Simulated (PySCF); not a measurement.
## Orbital energies, ionisation energy and electron affinity

Compound: C6H8O3S.
Z-matrix (Å and degrees, PBE0-D3(BJ)/def2-SVP geometry), rows numbered from 1:
```
C 
C   1  1.5284
C   2  1.4982  1  115.55
C   3  1.3520  2  110.50  1  -127.41
C   4  1.4577  3  108.94  2     0.48
C   5  1.3521  4  108.23  3     0.46
S   6  1.7386  2  123.98  1   -55.42
O   7  1.4528  6  109.26  2  -169.70
O   7  1.4459  6  108.32  2   -33.30
O   7  1.6299  6  102.84  2    77.13
H   1  1.0986  2  110.27  3   179.01
H   1  1.0996  2  110.37  3   -61.25
H   1  1.0994  2  110.72  3    59.02
H   2  1.1093  1  108.26  3   121.51
H   3  1.0914  2  123.07  1    53.11
H   4  1.0907  3  126.53  2  -178.88
H   5  1.0909  4  126.45  3  -178.17
H  10  0.9693  7  107.35  6    90.33
```

Level: CAM-B3LYP/def2-SVPD (PySCF). Frontier orbitals with their largest atomic shares (Löwdin; up to four atoms above 4 %):

```json
{"orbital": "HOMO−3", "ε (eV)": "-10.88", "main atoms": "O8 33 %, C6 15 %, S7 10 %, O9 9 %"}
{"orbital": "HOMO−2", "ε (eV)": "-10.76", "main atoms": "C5 16 %, C4 16 %, O8 14 %, C2 10 %"}
{"orbital": "HOMO−1", "ε (eV)": "-10.60", "main atoms": "O8 40 %, O9 36 %, O10 6 %, S7 5 %"}
{"orbital": "HOMO", "ε (eV)": "-8.63", "main atoms": "?"}
{"orbital": "LUMO", "ε (eV)": "-0.83", "main atoms": "C5 21 %, C6 18 %, C3 18 %, C4 12 %"}
{"orbital": "LUMO+1", "ε (eV)": "0.66", "main atoms": "S7 30 %, O10 19 %, H18 16 %, O8 6 %"}
{"orbital": "LUMO+2", "ε (eV)": "1.33", "main atoms": "S7 20 %, C3 13 %, C4 10 %, H15 8 %"}
```

Question: What vertical ionisation energy does ΔSCF give, and how far is −ε(HOMO) from it?

Answer: ΔSCF: 9.25 eV (893 kJ/mol; threshold wavelength 134 nm); ⟨S²⟩ of the doublet left behind is 0.769, against 0.75 for a pure doublet. −ε(HOMO) is 8.63 eV, 0.62 eV below it. In exact Kohn–Sham theory the two would be equal; CAM-B3LYP (range-separated hybrid) falls short of its own ΔSCF value by 7 %.

Question: On which atoms does the HOMO lie?

Answer: C3 (alkene CH carbon) 25 %, C6 (fully substituted alkene carbon) 25 %, C4 (alkene CH carbon) 18 %, C5 (alkene CH carbon) 13 %, so no atom holds as much as 40 %. The HOMO−1 lies 1.97 eV lower.

Question: And the vertical electron affinity, the fundamental gap, Mulliken's electronegativity and the hardness (with the factor ½)?

Answer: EA = 0.25 eV by ΔSCF (−ε(LUMO) = 0.83 eV). IE − EA = 9.00 eV against an orbital gap of 7.80 eV; (IE + EA)/2 = 4.75 eV; (IE − EA)/2 = 4.50 eV. Parr's electrophilicity index (IE + EA)²/[8(IE − EA)] is 1.25 eV.

Question: Shift the occupied levels rigidly so that −ε(HOMO) equals the ΔSCF value. What binding energies result?

Answer: The shift is +0.62 eV: HOMO 9.25, HOMO−1 11.22, HOMO−2 11.38, HOMO−3 11.50 eV. A rigid shift is only a rough guide to the deeper ionisations.

Question: How many of the 10 lowest singlet excitations (vertical TDDFT, same level) lie below the ionisation energy?

Answer: All 10; they run from 4.83 to 7.68 eV.

Question: What total energies stand behind the ΔSCF value?

Answer: E(N) = -856.59292 Eh and E(N − 1) = -856.25287 Eh at the same geometry, 0.34005 Eh apart. With one more electron, E(N + 1) = -856.60213 Eh.

Question: With α = 97.4 au, estimate the like-pair dispersion coefficient by London's formula C6 = (3/4)α²I.

Answer: I = 0.3401 Eh, so C6 ≈ 2420 au, a rough estimate.

Isolated species at its PBE0-D3(BJ)/def2-SVP geometry (one conformer only).
